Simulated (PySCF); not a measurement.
**Electron correlation in N(2+) (nitrogen, charge +2)**

[He] 2s2 2p1, 2P determinant. Calculation: PySCF 2.14, in aug-cc-pVDZ (4s3p2d, 23 functions); the non-relativistic Hamiltonian (point nucleus). Frozen: 1s2; 3 electrons correlated.

MP2 pair energies summed by pair of shells (mhartree):

| pair | energy | share (%) |
| --- | --- | --- |
| 2s-2s | -29.76 | 64.5 |
| 2s-2p | -16.35 | 35.5 |

Total MP2 correlation energy: -46.11 mhartree.

Same-spin part -2.35 and opposite-spin part -43.76 mhartree; SCS-MP2 scales them by 1/3 and 6/5 to -53.30 mhartree.

| level | correlation energy (mhartree) |
| --- | --- |
| CCSD | -74.67 |
| (T) | -0.56 |
| CCSD(T) | -75.23 |

Diagnostics: T1 = 0.0067, D1 = 0.0130, largest double amplitude 0.139.

Cost of the coupled-cluster step: 0.07 s of wall time on 1 thread of Intel(R) Xeon(R) 6975P-C (shared host), for 3 correlated electrons.

Iterations:

```
CC2 = 0
CCSD nocc = (np.int64(2), np.int64(1)), nmo = (22, 22)
frozen orbitals [[0], [0]]
max_cycle = 100
direct = 0
conv_tol = 1e-08
conv_tol_normt = 1e-06
diis_space = 8
diis_start_cycle = 0
Init t2, MP2 energy = -0.0461140979171413
Init E_corr(UCCSD) = -0.0461140979172626
cycle = 1  E_corr(UCCSD) = -0.0622509310455139  dE = -0.0161368331  norm(t1,t2) = 0.0538612
cycle = 2  E_corr(UCCSD) = -0.068855183139759  dE = -0.00660425209  norm(t1,t2) = 0.0259779
cycle = 3  E_corr(UCCSD) = -0.0747513101392857  dE = -0.005896127  norm(t1,t2) = 0.0130203
cycle = 4  E_corr(UCCSD) = -0.0746437785596707  dE = 0.00010753158  norm(t1,t2) = 0.000871931
cycle = 5  E_corr(UCCSD) = -0.0746815721581906  dE = -3.77935985e-05  norm(t1,t2) = 0.000123329
cycle = 6  E_corr(UCCSD) = -0.0746662598373298  dE = 1.53123209e-05  norm(t1,t2) = 2.72348e-05
cycle = 7  E_corr(UCCSD) = -0.0746711132220163  dE = -4.85338469e-06  norm(t1,t2) = 1.05228e-05
cycle = 8  E_corr(UCCSD) = -0.0746711190990514  dE = -5.87703504e-09  norm(t1,t2) = 5.17625e-07
UCCSD converged
E(UCCSD) = -52.88194012012251  E_corr = -0.07467111909905139
UCCSD(T) correction = -0.000563165158825503
```
